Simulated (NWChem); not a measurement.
Everything below was run with NWChem. System: ClSn, charge 0, spin multiplicity 2, optimised in this run. The structure started from a generated list of species. Its SCF solution wasn't tested for a lower state. Level: UPBE0/def2-SVP with def2 effective core potentials on Sn.

Output (cleaned and shortened):

```
             Northwest Computational Chemistry Package (NWChem) 7.3.0
             --------------------------------------------------------

                                NWChem Input Module
                                -------------------

 Scaling coordinates for geometry "geometry" by  1.889725989
 (inverse scale =  0.529177249)

 Turning off AUTOSYM since
 SYMMETRY directive was detected!

          ------
          auto-z
          ------

                             Geometry "geometry" -> ""
                             -------------------------

 Output coordinates in angstroms (scale by  1.889725989 to convert to a.u.)

  No.       Tag          Charge          X              Y              Z
 ---- ---------------- ---------- -------------- -------------- --------------
    1 Sn                  50.0000     0.00000000     0.00000000     0.60000384
    2 Cl                  17.0000     0.00000000     0.00000000    -1.76471716

 Effective nuclear repulsion energy (a.u.)     190.2129941121

            Nuclear Dipole moment (a.u.)
            ----------------------------
        X                 Y               Z
 ---------------- ---------------- ----------------
     0.0000000000     0.0000000000     0.0000000000

      Symmetry information
      --------------------

 Group name             C2v
 Group number             16
 Group order               4
 No. of unique centers     2

      Symmetry unique atoms

     1    2


 Summary of "ao basis" -> "" (spherical)
 ------------------------------------------------------------------------------
       Tag                 Description            Shells   Functions and Types
 ---------------- ------------------------------  ------  ---------------------
 *                          def2-svp                  on all atoms

                           NWChem Geometry Optimization
                           ----------------------------

 maximum gradient threshold         (gmax) =   0.000450
 rms gradient threshold             (grms) =   0.000300
 maximum cartesian step threshold   (xmax) =   0.001800
 rms cartesian step threshold       (xrms) =   0.001200
 fixed trust radius                (trust) =   0.300000
 maximum step size to saddle      (sadstp) =   0.100000
 energy precision                  (eprec) =   5.0D-06
 maximum number of steps          (nptopt) =   80
 initial hessian option           (inhess) =    0
 line search option               (linopt) =    1
 hessian update option            (modupd) =    1
 saddle point option              (modsad) =    0
 initial eigen-mode to follow     (moddir) =    0
 initial variable to follow       (vardir) =    0
 follow first negative mode     (firstneg) =    T
 apply conjugacy                    (opcg) =    F
 source of zmatrix                         =   autoz

          -------------------
          Energy Minimization
          -------------------

 Names of Z-matrix variables
    1

 Variables with the same non-blank name are constrained to be equal

 Using diagonal initial Hessian
 Scaling for Hessian diagonals: bonds = 1.00  angles = 0.25  torsions = 0.10

          --------
          Step   0
          --------

                         Geometry "geometry" -> "geometry"
                         ---------------------------------

 Output coordinates in angstroms (scale by  1.889725989 to convert to a.u.)

  No.       Tag          Charge          X              Y              Z
 ---- ---------------- ---------- -------------- -------------- --------------
    1 Sn                  50.0000     0.00000000     0.00000000     0.60000384
    2 Cl                  17.0000     0.00000000     0.00000000    -1.76471716

 Effective nuclear repulsion energy (a.u.)     190.2129941121

            Nuclear Dipole moment (a.u.)
            ----------------------------
        X                 Y               Z
 ---------------- ---------------- ----------------
     0.0000000000     0.0000000000     0.0000000000

      Symmetry information
      --------------------

 Group name             C2v
 Group number             16
 Group order               4
 No. of unique centers     2

      Symmetry unique atoms

     1    2

                                 NWChem DFT Module
[...]
 d_dipole_y/<atom=   1,x> =     0.0000     [    0.0000]
 d_dipole_y/<atom=   1,y> =     0.2313     [    1.1112]
 d_dipole_y/<atom=   1,z> =     0.0000     [    0.0000]
 d_dipole_y/<atom=   2,x> =     0.0000     [    0.0000]
 d_dipole_y/<atom=   2,y> =    -0.2313     [   -1.1112]
 d_dipole_y/<atom=   2,z> =     0.0000     [    0.0000]

 Z vector of derivative dipole (au) [debye/angstrom]
 d_dipole_z/<atom=   1,x> =     0.0000     [    0.0000]
 d_dipole_z/<atom=   1,y> =     0.0000     [    0.0000]
 d_dipole_z/<atom=   1,z> =     1.2312     [    5.9135]
 d_dipole_z/<atom=   2,x> =     0.0000     [    0.0000]
 d_dipole_z/<atom=   2,y> =     0.0000     [    0.0000]
 d_dipole_z/<atom=   2,z> =    -1.2312     [   -5.9135]

  triangle hessian written to ./mol.hess
  derivative dipole written to ./mol.fd_ddipole

 Deleting state for dft with suffix hess
        ./mol.movecs

  Vibrational analysis via the FX method

  See chapter 2 in "Molecular Vibrations" by Wilson, Decius and Cross

  Vib: Default input used

 ---------------------------- Atom information ----------------------------
     atom    #        X              Y              Z            mass
 --------------------------------------------------------------------------
    Sn       1  0.0000000D+00  0.0000000D+00  1.1616494D+00  1.1790180D+02
    Cl       2  0.0000000D+00  0.0000000D+00 -3.3626385D+00  3.4968850D+01
 --------------------------------------------------------------------------

          ----------------------------------------------------
          MASS-WEIGHTED NUCLEAR HESSIAN (Hartree/Bohr/Bohr/Kamu)
          ----------------------------------------------------

               1            2            3            4            5            6
   ----- ----- ----- ----- -----
    1    9.02000D-04
    2    0.00000D+00  3.14722D-04
    3    0.00000D+00  0.00000D+00  1.10775D+00
    4   -1.65625D-03  0.00000D+00  0.00000D+00  3.04121D-03
    5    0.00000D+00 -5.77892D-04  0.00000D+00  0.00000D+00  1.06113D-03
    6    0.00000D+00  0.00000D+00 -2.03404D+00  0.00000D+00  0.00000D+00  3.73491D+00


 ----------------------------------------------------------------------------
 Normal Eigenvalue ||         Derivative Dipole Moments (debye/angs)
  Mode   [cm**-1]  ||      [d/dqX]             [d/dqY]           [d/dqZ]
 ------ ---------- || ------------------ ------------------ -----------------
    1       -0.001 ||       0.000               0.000             0.000
    2        0.002 ||      -0.000               0.000             0.000
    3        0.012 ||       0.000               0.000            -0.000
    4        6.030 ||       0.000              -0.214             0.000
    5       10.208 ||      -0.213               0.000             0.000
    6      357.722 ||       0.000               0.000            -1.139
 ----------------------------------------------------------------------------

 ----------------------------------------------------------------------------
 Normal Eigenvalue ||                 Infra Red Intensities
  Mode   [cm**-1]  || [atomic units] [(debye/angs)**2] [(KM/mol)] [arbitrary]
 ------ ---------- || -------------- ----------------- ---------- -----------
    1       -0.001 ||    0.000000           0.000         0.000       0.000
    2        0.002 ||    0.000000           0.000         0.000       0.000
    3        0.012 ||    0.000000           0.000         0.000       0.000
    4        6.030 ||    0.001985           0.046         1.935       1.980
    5       10.208 ||    0.001966           0.045         1.917       1.961
    6      357.722 ||    0.056201           1.297        54.788      56.059
 ----------------------------------------------------------------------------

        Vibrational analysis via the FX method
  --- with translations and rotations projected out ---
  --- via the Eckart algorithm                      ---
 Dependent rotation vector no.                    3
  found in ECKART; assuming linear geometry
 Projected Nuclear Hessian trans-rot subspace norm:3.0815D-33
                         (should be close to zero!)

          --------------------------------------------------------
          MASS-WEIGHTED PROJECTED HESSIAN (Hartree/Bohr/Bohr/Kamu)
          --------------------------------------------------------

               1            2            3            4            5            6
   ----- ----- ----- ----- -----
    1    0.00000D+00
    2    0.00000D+00  0.00000D+00
    3    0.00000D+00  0.00000D+00  1.10775D+00
    4    0.00000D+00  0.00000D+00  0.00000D+00  0.00000D+00
    5    0.00000D+00  0.00000D+00  0.00000D+00  0.00000D+00  0.00000D+00
    6    0.00000D+00  0.00000D+00 -2.03404D+00  0.00000D+00  0.00000D+00  3.73491D+00

 center of mass
 --------------
 x =   0.00000000 y =   0.00000000 z =   0.12672777

 moments of inertia (a.u.)
 ------------------
         552.049642162954           0.000000000000           0.000000000000
           0.000000000000         552.049642162954           0.000000000000
           0.000000000000           0.000000000000           0.000000000000

 Rotational Constants
 --------------------
 A=   0.000000 cm-1  (  0.000000 K)
 B=   0.109048 cm-1  (  0.156893 K)
 C=   0.109048 cm-1  (  0.156893 K)

 Temperature                      =   298.15K
 frequency scaling parameter      =   1.0000

 Linear Molecule

 Zero-Point correction to Energy  =    0.511 kcal/mol  (  0.000815 au)
 Thermal correction to Energy     =    2.213 kcal/mol  (  0.003527 au)
 Thermal correction to Enthalpy   =    2.805 kcal/mol  (  0.004470 au)

 Total Entropy                    =   59.079 cal/mol-K
   - Translational                =   40.965 cal/mol-K (mol. weight = 152.8707)
   - Rotational                   =   16.983 cal/mol-K (symmetry #  =        1)
   - Vibrational                  =    1.132 cal/mol-K

 Cv (constant volume heat capacity) =    6.524 cal/mol-K
   - Translational                  =    2.979 cal/mol-K
   - Rotational                     =    1.986 cal/mol-K
   - Vibrational                    =    1.559 cal/mol-K


 ----------------------------------------------------------------------------
 Normal Eigenvalue ||    Projected Derivative Dipole Moments (debye/angs)
  Mode   [cm**-1]  ||      [d/dqX]             [d/dqY]           [d/dqZ]
 ------ ---------- || ------------------ ------------------ -----------------
    1        0.000 ||       0.102               0.000             0.000
    2        0.000 ||       0.000               0.102             0.000
    3        0.000 ||      -0.187               0.000             0.000
    4        0.000 ||       0.000              -0.188             0.000
    5        0.000 ||       0.000               0.000            -0.000
    6      357.722 ||       0.000               0.000            -1.139
 ----------------------------------------------------------------------------

 ----------------------------------------------------------------------------
 Normal Eigenvalue ||           Projected Infra Red Intensities
  Mode   [cm**-1]  || [atomic units] [(debye/angs)**2] [(KM/mol)] [arbitrary]
 ------ ---------- || -------------- ----------------- ---------- -----------
    1        0.000 ||    0.000450           0.010         0.438       0.449
    2        0.000 ||    0.000454           0.010         0.443       0.453
    3        0.000 ||    0.001516           0.035         1.478       1.512
    4        0.000 ||    0.001531           0.035         1.492       1.527
    5        0.000 ||    0.000000           0.000         0.000       0.000
    6      357.722 ||    0.056201           1.297        54.788      56.059
 ----------------------------------------------------------------------------

 Task  times  cpu:       23.7s     wall:       23.7s

 Total times  cpu:       29.9s     wall:       29.9s
```

Q: Write an NWChem input that would produce this output.

A: Several could match; the one computed here: 
```
start mol
memory heap 200 mb stack 900 mb global 1100 mb
geometry units angstroms
  Sn     0.000000     0.000000     0.600004
  Cl     0.000000     0.000000    -1.764717
  symmetry group C2v
end
basis spherical
  * library def2-svp
end
ecp
  Sn library def2-ecp
end
dft
  xc pbe0
  odft
  mult 2
  semidirect memsize 60000000 filesize 0
  iterations 100
  grid fine
  convergence energy 1e-8
end
driver
  maxiter 80
end
task dft optimize
task dft freq numerical
```
